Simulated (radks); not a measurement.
All-electron atom: Tm+ in [Xe] 4f13 6s0.75 6p0.25 (fractional occupations, a model configuration). Method: scalar-relativistic Kohn-Sham, r2SCAN, spin-polarised, spherical densities, finite nucleus; open shells are filled with parallel spins first (spin-orbit coupling, left out, can overturn this in heavy ions); meta-GGA in the generalised Kohn-Sham scheme; Fermi nuclear charge, rms radius 5.2256 fm; computed with a radial shooting solver on a logarithmic mesh with Libxc functionals.

Local quantities along the radius. ELF = 1/(1 + alpha^2) is the electron localisation function; alpha = (tau - tau_W)/tau_unif compares the Pauli kinetic energy density with that of the uniform gas (summed over spins). tau is taken from the large components.

| r (bohr) | ELF | alpha |
|---|---|---|
| 0.0009912 | 0.999 | 0.02366 |
| 0.001365 | 0.999 | 0.02492 |
| 0.001865 | 0.999 | 0.02723 |
| 0.002548 | 0.999 | 0.03122 |
| 0.003508 | 0.999 | 0.03828 |
| 0.004793 | 0.997 | 0.05056 |
| 0.006548 | 0.995 | 0.07387 |
| 0.008946 | 0.985 | 0.1226 |
| 0.01232 | 0.945 | 0.2412 |
| 0.01683 | 0.778 | 0.5335 |
| 0.02299 | 0.443 | 1.122 |
| 0.03166 | 0.339 | 1.396 |
| 0.04326 | 0.569 | 0.8709 |
| 0.0591 | 0.743 | 0.5886 |
| 0.08138 | 0.586 | 0.8401 |
| 0.1112 | 0.340 | 1.394 |
| 0.1519 | 0.597 | 0.8219 |
| 0.2075 | 0.719 | 0.6258 |
| 0.2858 | 0.292 | 1.558 |
| 0.3904 | 0.483 | 1.035 |
| 0.5334 | 0.712 | 0.6362 |
| 0.7345 | 0.464 | 1.074 |
| 1.003 | 0.361 | 1.330 |
| 1.371 | 0.565 | 0.8778 |
| 1.888 | 0.424 | 1.166 |
| 2.579 | 0.095 | 3.079 |
| 3.523 | 0.220 | 1.883 |
| 4.814 | 0.536 | 0.9308 |
| 6.629 | 0.158 | 2.305 |
| 9.056 | 0.005 | 13.82 |

On this mesh the ELF has minima near r = 0.032, 0.11, 0.33, 0.86, 3.0 bohr, which separate the shells, and maxima near 0.059 (0.74), 0.18 (0.72), 0.53 (0.71), 1.4 (0.56), 4.8 (0.54).
